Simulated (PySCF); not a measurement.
(1-methylcyclopropyl)methanol (C5H10O), SMILES CC1(CO)CC1.

Geometry optimised at B3LYP-D3(BJ)/def2-SVP. One conformer was computed; it need not be the lowest.

Computed with TDA-M06-2X/def2-SVPD in PySCF.

Vertical excitations. Gas-phase values at a fixed geometry. State labels are in the subgroup Cs.

Computed excitation energies, oscillator strengths and character:
| state | symmetry | energy (eV) | λ (nm) | f | main pairs |
|---|---|---|---|---|---|
| S1 | A" | 6.91 | 180 | 0.002 | HOMO→LUMO 65 %, HOMO−2→LUMO 27 % |
| S2 | A" | 7.58 | 164 | 0.039 | HOMO→LUMO+1 58 %, HOMO−2→LUMO 21 %, HOMO→LUMO 15 % |
| S3 | A' | 7.90 | 157 | 0.022 | HOMO−1→LUMO 70 %, HOMO→LUMO+2 12 % |
| S4 | A" | 7.99 | 155 | 0.000 | HOMO−2→LUMO 36 %, HOMO→LUMO+1 34 %, HOMO→LUMO 15 %, HOMO→LUMO+3 5 % |
| S5 | A' | 8.16 | 152 | 0.006 | HOMO→LUMO+2 80 %, HOMO−1→LUMO 14 % |
| S6 | A" | 8.23 | 151 | 0.001 | HOMO→LUMO+3 84 % |
| T1 | A" | 6.73 | 184 | 0 | HOMO→LUMO 52 %, HOMO−2→LUMO 34 % |
| T2 | A" | 7.51 | 165 | 0 | HOMO→LUMO+1 48 %, HOMO→LUMO 25 %, HOMO−2→LUMO 17 % |
Triplets are in the Tamm–Dancoff approximation.
